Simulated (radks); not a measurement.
Results of a calculation; reference values are marked as such.
Spherical jellium clusters: N electrons in a uniform positive sphere of charge N and radius rs N^(1/3), rs = 2.45 bohr. Level of theory: non-relativistic Kohn-Sham, LDA (Slater exchange, Perdew-Wang correlation), spin-polarised, spherical densities (a radial shooting solver with Libxc functionals). Levels are named by radial order and angular momentum (1s, 1p, 1d, 2s, ...), and open shells are averaged over m.

N = 30, configuration 1s2 1p6 1d10 2s2 1f(up 7, down 3). This is the lowest configuration that the search found. Occupied and some empty levels:

| level | occupation | eigenvalue (eV) | <r> (bohr) |
|---|---|---|---|
| 1s up | 1 | -10.159 | 4.349 |
| 1s down | 1 | -9.9702 | 4.231 |
| 1p up | 3 | -8.3022 | 5.374 |
| 1p down | 3 | -8.0119 | 5.313 |
| 1d up | 5 | -6.1475 | 6.099 |
| 1d down | 5 | -5.8098 | 6.085 |
| 2s up | 1 | -5.5589 | 5.256 |
| 2s down | 1 | -5.3559 | 5.328 |
| 1f up | 7 | -3.7478 | 6.756 |
| 1f down | 3 | -3.4011 | 6.787 |
| 2p up | 0 | -2.9528 | 6.510 |
| 2p down | 0 | -2.7691 | 6.584 |
| 1g up | 0 | -1.2117 | 7.552 |
| 1g down | 0 | -0.89427 | 7.673 |
| 2d up | 0 | -0.80816 | 8.925 |
| 2d down | 0 | -0.66668 | 9.212 |

Energy (eV): total -31.3876, kinetic 128.98, external -3760.3, Hartree 1835.3, exchange-correlation -165.58, background 1930.2.

Electron density:

| r (bohr) | n(r) (e/bohr^3) |
|---|---|
| 0.880 | 0.01923 |
| 1.82 | 0.01602 |
| 2.77 | 0.01407 |
| 3.71 | 0.01503 |
| 4.66 | 0.01721 |
| 5.61 | 0.01702 |
| 6.55 | 0.01270 |
| 7.49 | 0.006691 |
| 8.44 | 0.002640 |
| 9.38 | 0.0008987 |
| 10.3 | 0.0002842 |
| 11.3 | 0.00008737 |
| 12.2 | 0.00002615 |
